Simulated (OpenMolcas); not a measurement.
C²⁺: effect of the basis set

| Quantity | Value |
| --- | --- |
| Program | OpenMolcas |
| Method | SS-RASPT2, IPEA 0.25 Eh, imaginary shift 0.1 Eh (closed shells correlated: 1s) |
| Active space | 2 electrons in 9 orbitals (RAS2 2s 2p; RAS3 3d, at most 2 electrons) |
| State averaging | 2S+1 = 3 even, 3 roots; 2S+1 = 1 even, 7 roots; 2S+1 = 3 odd, 3 roots; 2S+1 = 1 odd, 3 roots |
| Spin-orbit coupling | RASSI with atomic mean-field integrals over the reference wave functions, term energies averaged over their components |

A. ANO-RCC-VTZP [4s3p2d1f], DKH2, point nucleus; CASPT2 step of the order of 5 core-seconds
B. ANO-R2 [4s4p2d1f], X2C, finite nucleus; CASPT2 step roughly 5 core-seconds
C. ANO-RCC-VQZP [5s4p3d2f1g], DKH2, point nucleus; CASPT2 step about 8 core-seconds
D. ANO-RCC [8s8p4d3f2g], DKH2, point nucleus; CASPT2 step roughly 7 core-seconds

Energies in cm-1 above 2s2 1S0, the measured ground level; measured values from Moore, Selected Tables of Atomic Spectra, NSRDS-NBS 3, section 3.

| Level | A | B | C | D | Measured |
| --- | --- | --- | --- | --- | --- |
| 2s2 1S0 | 0.0 | 0.0 | 0.0 | 0.0 | 0.0 |
| 2s 2p 3P* 0 | 52239 | 52508 | 52235 | 52430 | 52367 |
| 2s 2p 3P* 1 | 52266 | 52534 | 52262 | 52457 | 52391 |
| 2s 2p 3P* 2 | 52319 | 52586 | 52315 | 52510 | 52447 |
| 2s 2p 1P* 1 | 103325 | 103443 | 102699 | 102830 | 102352 |
| 2p2 3P0 | 137613 | 137993 | 137352 | 137794 | 137426 |
| 2p2 3P1 | 137640 | 138018 | 137379 | 137821 | 137454 |
| 2p2 3P2 | 137692 | 138070 | 137431 | 137874 | 137502 |
| 2p2 1D2 | 146432 | 146957 | 146010 | 146424 | 145876 |
| 2p2 1S0 | 184480 | 184568 | 183229 | 183463 | 182520 |

Deviations, from unrounded energies. A percentage is the sum of absolute deviations over the sum of measured energies, with the sign that they share, or ± where signs differ.

```
           Against measurement  Levels     A     B     C     D
mean absolute deviation (cm-1)       9   490   700   200   360
      other configurations (%)       9  ±0.4  +0.6  ±0.2  +0.3
```

C lies closest to measurement on these levels and B furthest from it. The largest miss of C in the table is 2p2 1S0, by +710 cm-1. The ranking rests on the paired levels alone, and a cruder setting can come out closer through cancelling errors.

Among A to D the level of the table that moves most is 2p2 1S0, by 1300 cm-1 (lowest in C, highest in B).

Active for correlation alone: 3d; no level in the range computed is led by a configuration that fills it, so any true level of that kind is missing. Measured partners are found by configuration, term and J. A level has none where our copy of the source lacks it or the pairing is in doubt (some pairs that miss far off the trend of their configuration count as doubtful), and it then counts in no deviation. Only configurations of the active space appear.

* marks odd parity.
